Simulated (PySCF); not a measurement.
Mapped SMILES: `[CH3:1][CH:2]([CH3:3])[O:4][BH:5][F:6]` (H(Xn): hydrogen on atom n).

Geometry: PBE0-D3(BJ)/def2-SVP; GIAO shifts from PySCF 2.14, gas phase, non-relativistic, averaged over equivalent atoms.

At PBE0/6-31G* (100 basis functions, 9.1 s wall time on 1 thread of an Arm Neoverse V1, shared host):
```tsv
atoms	δ (ppm)
C2	61.8
C1/C3	24.4
O4	147.4
B5	20.7
F6	-73.3
H(C2)	4.89
H(B5)	4.38
H(C1)/H(C3)	1.19
```

Chemical shifts δ = σref − σ; 13C (σ = 194.14 ppm) and 1H (σ = 31.96 ppm) vs TMS; H2O for 17O (σ = 324.18 ppm); 11B (σ = 112.25 ppm) vs BF3·OEt2; 19F (σ = 198.90 ppm) vs CFCl3, all at this level.

**Question.** What do these become at PBE0/aug-cc-pVDZ?

**Answer.** 
```json
{"atoms": "C2", "δ at PBE0/aug-cc-pVDZ": "64.9", "change": "+3.1"}
{"atoms": "C1/C3", "δ at PBE0/aug-cc-pVDZ": "24.2", "change": "-0.2"}
{"atoms": "O4", "δ at PBE0/aug-cc-pVDZ": "172.2", "change": "+24.8"}
{"atoms": "B5", "δ at PBE0/aug-cc-pVDZ": "20.6", "change": "-0.1"}
{"atoms": "F6", "δ at PBE0/aug-cc-pVDZ": "-81.6", "change": "-8.3"}
{"atoms": "H(C2)", "δ at PBE0/aug-cc-pVDZ": "4.93", "change": "+0.04"}
{"atoms": "H(B5)", "δ at PBE0/aug-cc-pVDZ": "4.46", "change": "+0.08"}
{"atoms": "H(C1)/H(C3)", "δ at PBE0/aug-cc-pVDZ": "1.20", "change": "+0.01"}
```

Shifts are taken against calculated references (same method and geometry level): 13C (195.12 ppm), 1H (31.39 ppm) vs TMS; 17O (335.91 ppm) against H2O; 11B (110.17 ppm) vs BF3·OEt2; 19F (194.15 ppm) against CFCl3.

The largest change is at O4 (oxygen bonded to C, B). Cost: 210 basis functions, 26 s wall time on 1 thread of an Arm Neoverse V1, shared host.

Unscaled 19F shifts against computed CFCl3 carry errors that often reach 10 to 50 ppm. Experimental scales use liquid or dissolved standards, which lie at an offset from isolated H2O (liquid H2O: subtract about 36 ppm).
